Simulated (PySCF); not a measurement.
C6H8AsN.
InChI=1S/C6H8AsN/c7-5-6-1-3-8-4-2-6/h1-4H,5,7H2

Theory: TDDFT wB97X-D/def2-SVPD, vertical, gas phase, core orbitals frozen in the response in PySCF. One conformer (not necessarily the lowest) at the PBE0-D3(BJ)/def2-SVP geometry, without solvent, vibrations or thermal averaging. Relativistic effects, spin–orbit coupling among them, are left out although an element past zinc is present. Torsions of this conformer, `[AsH2:1][CH2:2][c:3]1[cH:4][cH:5][n:6][cH:7][cH:8]1`: As1–C2–C3–C4 91°, H–As1–C2–C3 45°, H–As1–C2–C3 -47°.

Problem. Predict the UV-vis stick spectrum at this level.

Solution. 

```tsv
state	E (eV)	E (kJ/mol)	λ (nm)	f	main configurations (H = HOMO, L = LUMO)
S1	5.08	490	244.2	0.0096	H-1→L (83%)
S2	5.34	515	232.3	0.0001	H-1→L+1 (87%), H→L+1 (10%)
S3	5.47	528	226.8	0.020	H-2→L (58%), H→L+1 (22%), H-3→L+1 (8%)
S4	5.77	556	215.1	0.222	H→L (78%)
S5	6.43	620	192.8	0.019	H→L+2 (58%), H-2→L+1 (20%), H-3→L (12%)
S6	6.60	637	187.8	0.067	H→L+1 (50%), H-2→L (24%), H→L+3 (17%)
S7	6.64	641	186.6	0.412	H-2→L+1 (37%), H→L+2 (25%), H-3→L (13%)
S8	6.93	669	178.8	0.207	H→L+3 (70%), H→L+1 (9%), H-2→L (8%)
S9	7.14	689	173.7	0.303	H-3→L (40%), H-2→L+1 (30%), H→L+4 (14%)
S10	7.38	712	168.0	0.076	H→L+4 (56%), H-3→L (22%)
```

Triplets (Tamm–Dancoff): T1 4.22 eV, H→L (43%), H-2→L+1 (36%), H-3→L (12%); T2 4.44 eV, H-1→L (82%); T3 4.74 eV, H-2→L (88%); T4 4.78 eV, H-2→L+1 (57%), H→L (31%).

The lowest singlet comes at 244 nm (490 kJ/mol) in the ultraviolet; it is weak; its leading configuration is HOMO-1→LUMO (83%). The most intense listed level is S7 at 6.64 eV (187 nm, f = 0.412), 1.57 eV above S1. Löwdin shares by element: HOMO arsenic 42%, carbon 20% or more, nitrogen 10% (atoms not listed hold the other 28%); LUMO carbon 30% or more, nitrogen 17%, arsenic 13% (atoms not listed hold the other 40%). Weighted by f, the mean energy of these states is 6.66 eV. Of the 10 states listed, 8 reach f = 0.01 and 1 stays under 0.0005. Orbital energies (eV): HOMO-3 -10.25, HOMO-2 -9.42, HOMO-1 -9.32, HOMO -8.93, LUMO 0.72, LUMO+1 1.21, LUMO+2 1.72. The vertical ionisation energy (ΔSCF) is 9.07 eV, 1.69 eV above S10. Only the lowest 10 singlets were computed, as vertical energies without vibronic structure.
